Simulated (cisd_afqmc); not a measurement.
Input (AFQMC/CISD/aug-cc-pV(T+d)Z; cisd_afqmc is a phaseless AFQMC code with CISD trial states that reads the integrals written by Ansatz): A basis named .json is the Basis Set Exchange file of that set.

Ansatz 0.2 input:
```python
import cisd_afqmc

open("ham.yaml", "w").write("""\
crystal:
  periodic: [false, false, false]
  atoms:
    - {symbol: S, position_ang: [0.00000000, 0.00000000, 0.00000000]}
basis:
  gaussian:
    orbitals: aug-cc-pV_T+d_Z.json
total_charge: 1
magnetization: {spin_polarized: true, initial_magnetization: 3}
correlation: {method: ccsd, electrons: outside_noble_gas, hamiltonian_folder: ham}
scf: {lower_state_search: full}
""")
rep = cisd_afqmc.ansatz("ham.yaml")
e_ccsd = rep["correlation"]["coupled_cluster"]["energy"]["hartree"]
out = cisd_afqmc.run("ham", e_ccsd, trial="CISD", walkers=200, populations=8, threads=8, dt=0.005, steps=40, early=24, settle=10, least=48,
    target=0.0004, seconds=1500, seed=1, memory=12960, gpu=False)
```

Output:

```
orbitals 50, occupied [4, 1], factors 312 of 322, rank of the doubles 215 of 233
E(HF) = -397.170298
E(CCSD) on the cut factors = -397.280518, shift to the whole factors -0.000000
Energy of the trial state on the determinant = -397.280518
  tau behind 7.2 of longer steps, mean of the populations' last blocks
   2.0  -397.28493
   4.0  -397.28478
   6.0  -397.28505
   8.0  -397.28503
  10.0  -397.28494
blocks 395 (0 outliers left out), error by blocks joined: 1: 0.00004, 2: 0.00004, 4: 0.00005, 8: 0.00006, 16: 0.00007
E(AFQMC/CISD) = -397.28493 +/- 0.00007
```
